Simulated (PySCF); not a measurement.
**Polarisability and C₆ of Al³⁺ (aluminium, charge +3)**

[Ne], closed-shell 1S. All numbers are calculated (PySCF 2.14, the non-relativistic Hamiltonian (point nucleus), in aug-cc-pV(Q+d)Z with one added diffuse shell each of s, p, d, f, g type (8s7p6d4f3g, 114 functions)). Coupled (time-dependent) response in atomic units; α is the mean over directions.

```json
{"method": "UHF", "mean α (bohr³)": "0.2447", "C₆ (like pair)": "0.2066", "S(−4)": "0.01393"}
{"method": "PBE", "mean α (bohr³)": "0.2621", "C₆ (like pair)": "0.2261", "S(−4)": "0.01680"}
{"method": "PBE0", "mean α (bohr³)": "0.2569", "C₆ (like pair)": "0.2202", "S(−4)": "0.01588"}
{"method": "M06", "mean α (bohr³)": "0.2539", "C₆ (like pair)": "0.2157", "S(−4)": "0.01568"}
{"method": "r2SCAN0", "mean α (bohr³)": "0.2519", "C₆ (like pair)": "0.2167", "S(−4)": "0.01477"}
```

S(−4) is the Cauchy moment in α(ω) = α(0) + S(−4) ω² + …

α(iu) at PBE0:

| u (hartree) | α(iu) (bohr³) |
| --- | --- |
| 0 | 0.2569 |
| 0.0500 | 0.2569 |
| 0.100 | 0.2567 |
| 0.200 | 0.2563 |
| 0.300 | 0.2555 |
| 0.500 | 0.2530 |
| 0.750 | 0.2484 |
| 1.00 | 0.2422 |
| 1.50 | 0.2266 |
| 2.00 | 0.2086 |
| 3.00 | 0.1719 |
| 5.00 | 0.1144 |

A single London oscillator, α(iu) = α/(1 + u²/ω²), gives C₆ = (3/4) ω α². Matching the computed C₆ needs ω = 4 × 0.2202 / (3 × 0.2569²) = 4.45 hartree.

For an ion, C₆ is the dispersion term alone; charge-induced terms of lower order in 1/R come first.
